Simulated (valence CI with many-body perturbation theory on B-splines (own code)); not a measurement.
How close is CI+MBPT for Ta?

Method: relativistic CI+MBPT: five valence electrons over a frozen Dirac-Fock core [Xe] 4f14, radial functions for each j: 9 s, 9 p, 9 d, 7 f, 4 g, 2 h, with the one-electron correlation potential Σ1 (screened to all orders), the two-electron term Σ2, the three-electron term Σ3, Breit, model QED; selected single and double excitations, second order for the rest, scaled by the run's own slope (own B-spline code, finite nucleus).

Against 6 measured levels this calculation errs by 60 cm⁻¹ on average and by 93 at most. These come from a selection out of the NIST Handbook of Basic Atomic Spectroscopic Data. Levels without a partner in it may be off by more, other configurations by 1,000 to 4,000 cm⁻¹. Among the levels kept, up to 1000 cm⁻¹ of a level comes from second order outside the variational space, and about a tenth of that is noise between levels of different J, which matters for small intervals.

Measured levels: NIST Handbook of Basic Atomic Spectroscopic Data (Sansonetti and Martin, J. Phys. Chem. Ref. Data 34, 1559 (2005)). Pairs share parity and J, and are chosen by configuration, term and nearness in energy; levels without a clear partner are left out. Energies in cm⁻¹ above the measured ground level.

Names give the largest LS component (configuration and term), which can be under half, so a name can repeat, a term be missing and a line seem to break the LS rules; names also repeat where a configuration has a term twice.

```json
{"Computed label": "5d³6s² ⁴F_3/2", "Label in the source": "5d3 6s2 4F", "Measured": "0", "Computed": "0.0", "Difference": "0"}
{"Computed label": "5d³6s² ⁴F_5/2", "Label in the source": "5d3 6s2 4F", "Measured": "2010.1", "Computed": "1960.4", "Difference": "-50"}
{"Computed label": "5d³6s² ⁴F_7/2", "Label in the source": "5d3 6s2 4F", "Measured": "3963.9", "Computed": "3909.0", "Difference": "-55"}
{"Computed label": "5d³6s² ⁴F_9/2", "Label in the source": "5d3 6s2 4F", "Measured": "5621.0", "Computed": "5600.8", "Difference": "-20"}
{"Computed label": "5d³6s² ⁴P_1/2", "Label in the source": "5d3 6s2 4P", "Measured": "6049.4", "Computed": "5956.4", "Difference": "-93"}
{"Computed label": "5d³6s² ⁴P_3/2", "Label in the source": "5d3 6s2 4P", "Measured": "6068.9", "Computed": "6153.9", "Difference": "+85"}
{"Computed label": "5d³6s² ⁴P_5/2", "Label in the source": "5d3 6s2 4P", "Measured": "9253.4", "Computed": "9195.3", "Difference": "-58"}
```

Over 6 excited levels the mean absolute difference is 60 cm⁻¹, the median 57 and the largest 93. The comparison draws on a selection of the measured levels: 7 of the 47 computed ones have a partner in it, and others may be off by more.
